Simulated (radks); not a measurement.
Spherical jellium clusters: N electrons in a uniform positive sphere of charge N and radius rs N^(1/3), rs = 3.18 bohr. Calculated with a radial shooting solver with Libxc functionals: non-relativistic Kohn-Sham, PBE, spin-polarised, spherical densities. Levels are named by radial order and angular momentum (1s, 1p, 1d, 2s, ...), and open shells are averaged over m.

N = 20, configuration 1s2 1p6 1d10 2s2. This is the lowest configuration that the search found. Occupied and some empty levels:

level  occupation  eigenvalue (eV)  <r> (bohr)
1s              2          -6.5849       5.473
1p              6          -5.4093       6.456
1d             10          -3.9153       7.219
2s              2          -3.1599       6.227
1f              0          -2.2021       7.981
2p              0          -1.4624       8.272
1g              0         -0.39254       9.096

Energy (eV): total -35.2264, kinetic 50.758, external -1481.5, Hartree 726.85, exchange-correlation -87.914, background 756.59.
